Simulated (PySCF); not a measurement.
SrCa⁺ at BLYP

Level: BLYP. PySCF, scalar-relativistic core potentials, basis sets Sr def2-SVP with ECP28, Ca def2-SVP.

| Property | Result |
| --- | --- |
| state | ²Σ⁺ (doublet), unpaired electrons σ ↑ |
| bond length | 4.086 Å |
| harmonic wavenumber | 91.7 cm⁻¹ |
| force constant | 0.136 mdyn/Å |
| rotational constant Be | 0.03676 cm⁻¹ |
| anharmonicity ωexe | 0.496 cm⁻¹ |
| vibration–rotation constant αe | 0.000225 cm⁻¹ |
| well depth De to Sr⁺ + Ca | 92 kJ/mol |
| dissociation energy D0 | 92 kJ/mol |
| bond order (Mayer) | 0.74 |
| dipole moment (positive dipole points towards Ca; it is taken about the centre of mass and depends on that origin) | 2.36 D |

Spin–orbit coupling is left out. For an ion De counts to the pair picked by the measured ionisation energies or electron affinities, which need not be the lowest pair at this level. The state was picked by a PBE0 search and need not be the measured ground state.
